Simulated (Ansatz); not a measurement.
# A barrier at the coupled-cluster level

Start structure (Si2H7O3F3, singlet), relaxed at PBE0-D4/def2-TZVP:

| atom | x (Å) | y (Å) | z (Å) |
| --- | --- | --- | --- |
| Si1 | -0.7952 | 0.4460 | 0.6336 |
| O2 | 0.3585 | 0.0379 | -0.5041 |
| Si3 | 0.1259 | 0.0587 | -2.1673 |
| F4 | -1.9680 | 0.7560 | -0.4636 |
| F5 | -0.6475 | 1.9199 | 1.1960 |
| O6 | -1.6157 | -0.7015 | 1.4777 |
| H7 | 1.4924 | -0.2150 | 1.6988 |
| O8 | 0.5858 | -0.0291 | 2.0207 |
| H9 | 1.8105 | -0.3003 | -0.0835 |
| F10 | 2.6002 | -0.4837 | 0.4395 |
| H11 | -0.2093 | 1.4207 | -2.6335 |
| H12 | 1.4385 | -0.3609 | -2.7154 |
| H13 | -0.9178 | -0.9175 | -2.5504 |
| H14 | -2.5115 | -0.8299 | 1.1593 |
| H15 | 0.2533 | -0.8012 | 2.4920 |

The step: Si₂H₄O₂F₂ ([OH][Si]([F])([F])[O][SiH3]) + H₂O + HF → SiH₂O₂F₂ ([OH][Si]([OH])([F])[F]) + SiH₄O ([OH][SiH3]) + HF; bonds formed: O2–H9, H7–F10; dative contacts that become bonds: Si1–O8; bonds broken: Si1–O2, H7–O8, H9–F10. Program: Ansatz 0.2.0. Basis: def2-TZVPP and def2-QZVPP. Cores are frozen in the correlated methods. Extrapolation: Hartree–Fock as exp(−7.88 √X), correlation as X^−2.97. Energies below are by CCSD(T) at an estimated basis limit (MP2 extrapolated from triple and quadruple zeta, plus CCSD(T) − MP2 in triple zeta).

(1) What are the electronic barrier and the energy of the step, from the start structure to the end structure? (Judge from chemistry; the value comes from the calculation.)

The T1 diagnostic stays at or below 0.012.

Answers

(1) Computed: Barrier 60.4 kJ/mol; step energy -17.7 kJ/mol (downhill); reverse barrier, their difference, 78.0 kJ/mol. Barrier and step energy count from the start structure, the reverse barrier from the end structure.

The saddle point: One imaginary mode of 509i cm⁻¹.
```json
{"pair": "Si1–O8", "start (Å)": "2.01", "saddle (Å)": "1.78", "end (Å)": "1.65"}
{"pair": "O2–H9", "start (Å)": "1.55", "saddle (Å)": "1.21", "end (Å)": "0.97"}
{"pair": "H7–F10", "start (Å)": "1.70", "saddle (Å)": "1.31", "end (Å)": "0.96"}
{"pair": "Si1–O2", "start (Å)": "1.67", "saddle (Å)": "1.84", "end (Å)": "3.65"}
{"pair": "H7–O8", "start (Å)": "0.98", "saddle (Å)": "1.07", "end (Å)": "1.59"}
{"pair": "H9–F10", "start (Å)": "0.96", "saddle (Å)": "1.13", "end (Å)": "1.76"}
```

Zero-point energy (harmonic, PBE0-D4): ZPE is 240.6 kJ/mol at the start and 230.5 kJ/mol at the saddle, so the barrier goes from 60.4 to 50.3 kJ/mol.

Labels in which every atom is bracketed show which atoms are joined, not bond orders.

For scale, one of the runs: CCSD(T)/def2-TZVPP, 368 basis functions, launched by `ansatz run in.yaml --threads 4 --pin off --events-out ev --progress --plain --max-ram 41984MiB --backend cuda --devices 0, --max-vram 37GiB`. Hardware: 4 CPU threads of an AMD EPYC 7R13 and a share of one NVIDIA H100, shared host. Wall time 11 s; peak host memory 0.88 GiB.
